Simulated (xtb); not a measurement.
HO4S, SMILES [O]S(=O)(=O)O (connectivity only; charge and spin as stated), charge -1, multiplicity 1. All values are semi-empirical tight-binding results from xtb (GFN2-xTB unless named), good for trends rather than for accurate numbers. Geometry optimised at GFN2-xTB. The spin state was assumed, not searched. The isomer is the one that the SMILES or the coordinates give; other isomers of the formula were not compared. The values are those of a single conformer.

A frequency run showed that this geometry is not a minimum.

- orbital gap: 8.57 eV
- static polarisability (D4 model): 46.2 bohr³
- solvation energy, GFN2-xTB/ALPB(water): -73.5 kcal/mol
- solvation energy, GFN2-xTB/ALPB(octanol): -45.8 kcal/mol
